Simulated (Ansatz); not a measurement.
This geometry of BClFH + BrH (6 atoms, charge 0, multiplicity 1) is a first-order saddle point.

Method: RKS PBE/def2-SVP (Ansatz 0.2.0).

```xyz
6
Properties=species:S:1:pos:R:3
B 0.008 -0.241 0.069
Cl -0.001 0.263 2.041
H 1.065 0.076 -0.423
F -1.163 0.070 -0.480
Br 0.090 -2.396 0.532
H 0.044 -1.285 1.844
```

(1) Which two structures does it join? (They come from a converged band through this point; their orientation in space is the band's.)

(2) How far does it lie above each of them?

Results:

(1) Bonds broken: B1–Cl2, Br5–H6. Bonds formed: B1–Br5, Cl2–H6. BClFH + BrH becomes BBrFH + ClH.

First end point:

```xyz
6
Properties=species:S:1:pos:R:3
B -0.035 0.363 0.052
Cl -0.086 0.728 1.782
H 1.021 0.177 -0.508
F -1.173 0.339 -0.617
Br 0.154 -3.094 0.955
H 0.161 -2.027 1.918
```

Last end point:

```xyz
6
Properties=species:S:1:pos:R:3
B 0.002 -0.532 -0.427
Cl 0.029 0.298 2.710
H 1.038 0.079 -0.544
F -1.159 0.029 -0.703
Br 0.032 -2.406 0.054
H 0.101 -0.983 2.493
```

(2) 13.2 kcal/mol above the first and 9.5 kcal/mol above the second. This is the barrier of this one path; another mechanism may lie lower. The orbitals stay closed-shell, which can raise the energy where a bond breaks towards radicals; this wasn't checked here.

The run took 4.6 min on 2 threads of Arm Neoverse V2 (shared host), peak memory 0.14 GiB.
